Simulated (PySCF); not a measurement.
CH5F3Si2, SMILES C(F)([SiH2]F)([SiH3])F.

The structure is a stationary point at TPSSh-D3(BJ)/def2-SVP. The structure was generated by enumeration, and PubChem lists no compound with its InChIKey, so it may never have been made. One conformer was computed; it need not be the lowest.

Vertical ionisation energy (IE) and electron affinity (EA) in eV. Rows of orbital energies are one-electron estimates. Where ΔSCF, EOM or ADC give a negative EA the extra electron is unbound and the value depends on the basis.

```json
[
 {"level": "−ε(HOMO), −ε(LUMO), ωB97X/def2-TZVP (PySCF)", "IE": "10.69", "EA": "-1.19"},
 {"level": "−ε(HOMO), −ε(LUMO), PBE/def2-TZVP (PySCF)", "IE": "(withheld)", "EA": "(withheld)"}
]
```

What belongs in the gaps? (Estimate from the structure and the level; the computed values follow.)


- −ε(HOMO), −ε(LUMO), PBE/def2-TZVP (PySCF), IE: 6.80
- −ε(HOMO), −ε(LUMO), PBE/def2-TZVP (PySCF), EA: 1.73
